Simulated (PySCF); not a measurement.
Compound: F₃GeH.
Numbering: `[F:1][GeH:2]([F:3])[F:4]` (hydrogens: H5 on Ge2)

Computed by this run: PBE0-D3(BJ)/def2-SVP geometry optimisation, gas phase (PySCF 2.14.0); density fitting, grid level 1; the optimiser is geomeTRIC in internal coordinates, started from a GFN2-xTB structure with every atom displaced at random (about 0.01 Å).

Step 0: E = -64659.4660 eV
```
atom  x, y, z in Å  |  force x, y, z in eV/Å
F1      1.5773    0.2116   -0.5120   -0.038   0.084   0.195
Ge2    -0.0058   -0.0237    0.1117    0.656   0.898  -0.845
F3     -0.9119    1.3406   -0.3811   -0.068   0.127   0.111
F4     -0.5985   -1.2946   -0.8144   -0.509  -0.968  -0.496
H5     -0.0275   -0.2678    1.5579   -0.042  -0.141   1.035
```

Task: Estimate the geometry and energy of step 1. (The exact step hangs on the optimiser's Hessian estimate; all steps are aligned on step 0, rigid shifts and turns removed.)

Result: E = -64659.4655 eV, largest force 1.416 eV/Å
```
atom  x, y, z in Å  |  force x, y, z in eV/Å
F1      1.6152    0.2703   -0.4781   -0.044  -0.128  -0.163
Ge2     0.0156   -0.0269    0.0539   -0.733  -0.699  -0.005
F3     -0.8984    1.3708   -0.3598    0.111  -0.257  -0.081
F4     -0.6724   -1.3882   -0.8243    0.653   1.122   0.566
H5     -0.0264   -0.2600    1.5704    0.013  -0.038  -0.317
```

The energy changes by +0.0004 eV. The first-order estimate −F·Δx gives -0.2204 eV and the mean of the old and new forces, exact on a quadratic surface, -0.0107 eV. The step makes an angle of 50° with the force vector and moves no atom by more than 0.120 Å.

What follows is the cost of the whole optimisation. Time: 11 s; peak memory 0.34 GiB. Hardware: an Arm Neoverse V1 with one thread (shared host).
